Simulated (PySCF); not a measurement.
Gas-phase reaction: SiBr4 + 2 H ⇌ SiHBr3 + HBr

Energies from PySCF, thermal terms from the rigid-rotor harmonic-oscillator model, ideal gas at 1 bar. The comparison is the NASA 1993 polynomial table, which mixes measured and estimated data. † marks an energy on the PBE0/def2-TZVP geometry and frequencies; other levels use their own. MP2 freezes the core. Open shells (unrestricted): H (multiplicity 2); the rest are closed-shell singlets. Br: all electrons, no relativistic terms. MP2 isn't extrapolated to the basis-set limit; its ΔH°(298 K) is -327.2 kJ in def2-SVP and -332.8 kJ in def2-TZVPP. The harmonic model lacks anharmonicity and excited electronic states, which grow with temperature; levels with a mode under 35 cm⁻¹ are left out. Soft modes under 120 cm⁻¹ make the harmonic entropy rough for SiBr4, SiHBr3. The table's entry may be an old estimate for SiBr4, SiHBr3 (not checked at source).

```csv
level,"ΔH°(298 K), kJ",minus table,"ΔG°(1600 K), kJ"
table,-359.9,-,-229.4
HF/def2-TZVP†,-285.8,74.1,-157.9
MP2/def2-SVP†,-327.2,32.7,-199.4
PBE/def2-SVP,-349.9,10.0,-221.6
PBE/def2-TZVP†,-350.1,9.8,-222.2
r2SCAN/def2-TZVP†,-355.0,4.9,-227.2
LDA/def2-TZVP†,-381.7,-21.8,-253.9
ωB97X-V/def2-TZVP†,-361.3,-1.4,-233.5
```
